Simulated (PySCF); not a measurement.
Gas-phase reaction: 2 SnF2 + CF4 ⇌ 2 SnF3 + CF2. Level: PBE0/def2-TZVP; standard pressure 1 bar.

Computed with PySCF and rigid-rotor harmonic-oscillator thermochemistry at 1 bar. Open shells (unrestricted): SnF3 (multiplicity 2); the rest are closed-shell singlets. Sn: scalar-relativistic def2 core potential, no spin-orbit coupling. SnF3: computed as isolated molecules; such fragments, hydroxides, amides, oligomers or adducts are transient or little studied in the gas. The harmonic model lacks anharmonicity and excited electronic states, which grow with temperature; levels with a mode under 35 cm⁻¹ are left out.

```json
[
 {"T (K)": "1200", "1000/T (1/K)": "0.8333", "log10 K": "-14.92"},
 {"T (K)": "1400", "1000/T (1/K)": "0.7143", "log10 K": "-12.34"},
 {"T (K)": "1600", "1000/T (1/K)": "0.6250", "log10 K": "-10.41"},
 {"T (K)": "1800", "1000/T (1/K)": "0.5556", "log10 K": "-8.90"},
 {"T (K)": "2000", "1000/T (1/K)": "0.5000", "log10 K": "-7.69"},
 {"T (K)": "2500", "1000/T (1/K)": "0.4000", "log10 K": "?"}
]
```

Q: Fit log10 K = a + b·(1000/T) to the five rows, get the mean ΔH° and ΔS°, and predict log10 K at 2500 K.

A: Means: 1000/T = 0.6456, log10 K = -10.852. Sums of products about the means: Sxy = -1.51096, Sxx = 0.069675, so b = Sxy/Sxx = -21.69 and a = -10.852 − (-21.69)×0.6456 = 3.15.
ΔH° = −R ln 10 × 1000 K × b = −19.145 × (-21.69) = 415 kJ; ΔS° = R ln 10 × a = 60 J/K. The run's own values go from 414 kJ and 60 J/K at 1200 K to 416 kJ and 61 J/K at 2500 K.
Prediction at 2500 K: 3.15 + (-21.69)×0.4000 = -5.53. The computed value is -5.52, 0.01 from the line.
For scale, ΔH°(298 K) is 408 kJ at this level, 392 kJ at ωB97M-V/def2-TZVP†, and runs from 332 to 480 kJ over the 17 levels computed († marks an energy on the PBE0/def2-TZVP geometry).
